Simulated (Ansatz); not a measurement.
A nudged elastic band was laid between two geometries of BrH + ClF4HOW (10 atoms, charge 0, multiplicity 1).

The calculation used Ansatz 0.2.0, RKS PBE/def2-SVP.

| Property | Result |
| --- | --- |
| movable images | 5 |
| climbing image | yes |
| spring | 5.0 eV/Å² |
| optimiser | quadratic models (default) |
| start path | through a guess of the saddle point |
| force threshold | 0.05 eV/Å |
| iteration limit | 60 |
| end points | relaxed |

First end point:

```xyz
10
Properties=species:S:1:pos:R:3
W -0.267 -0.151 -0.214
Cl -0.261 0.524 2.065
O 1.533 0.225 -0.241
H 2.337 0.554 0.253
F -0.726 1.574 -0.781
F -2.093 -0.449 0.079
F 0.018 -1.940 0.256
F -0.377 -0.700 -1.996
Br 3.278 1.347 2.131
H 1.872 1.134 2.475
```

Last end point:

```xyz
10
Properties=species:S:1:pos:R:3
W -0.280 -0.135 -0.213
Cl 3.261 1.218 1.977
O 1.517 0.227 -0.234
H 2.323 0.536 0.280
F -0.731 1.579 -0.819
F -2.101 -0.408 0.132
F -0.005 -1.923 0.275
F -0.418 -0.716 -1.985
Br -0.254 0.628 2.219
H 2.001 1.111 2.395
```

(1) Which bonds break or form, and what moves?

(2) What energy profile does the band end with?

(3) What is the geometry of the highest image?

(4) What are the harmonic wavenumbers there?

The band took 23 iterations and of the order of 21 core-minutes.

## Answers

(1) Bonds broken: W1–Cl2, Br9–H10. Bonds formed: W1–Br9, Cl2–H10. BrH + ClF4HOW becomes BrF4HOW + ClH.

(2) The forces met the threshold. The highest image is number 3 of 0 to 6, 0.95 eV above the first end and 0.91 eV above the last; the last end lies 0.04 eV above the first. A vibrational analysis at the climbing image gives one clearly imaginary mode, 101i cm⁻¹: a first-order saddle point. The orbitals stay closed-shell, which can raise the energy where a bond breaks towards radicals; this wasn't checked here.

```csv
image,path coordinate (Å),energy (eV),W1–Cl2 (Å),Br9–H10 (Å),W1–Br9 (Å)
0,0.00,0.00,2.38,1.46,4.51
1,1.48,0.06,2.37,1.46,4.30
2,2.96,0.50,2.40,1.46,3.95
3,4.44,0.95,2.64,1.62,3.02
4,6.00,0.63,3.73,2.21,2.61
5,7.55,0.12,4.14,2.34,2.54
6,9.11,0.04,4.38,2.31,2.55
```

(3) 
```xyz
10
Properties=species:S:1:pos:R:3:forces:R:3
W 0.089 -0.002 -0.153 -0.01 0.01 0.05
Cl 0.643 -0.665 2.338 -0.01 -0.01 -0.01
O 1.927 -0.269 -0.233 0.04 0.00 0.01
H 2.582 -0.066 0.467 -0.02 0.00 -0.01
F -0.079 1.558 -1.171 0.00 0.02 0.00
F -1.397 0.690 0.737 -0.02 -0.01 0.00
F -0.736 -1.656 0.135 0.00 -0.02 0.00
F 0.001 -0.707 -1.886 0.00 0.00 -0.01
Br 1.233 2.288 1.452 0.02 -0.02 -0.01
H 1.049 0.947 2.340 -0.01 0.02 -0.02
```

(4) 101i, 74, 92, 102, 149, 186, 215, 245, 274, 294, 307, 315, 384, 394, 584, 608, 644, 661, 693, 699, 757, 781, 1213, 3675 cm⁻¹.

Run time: 5.5 min on 4 threads of Arm Neoverse V2, with other jobs on the host, peak memory 0.29 GiB.
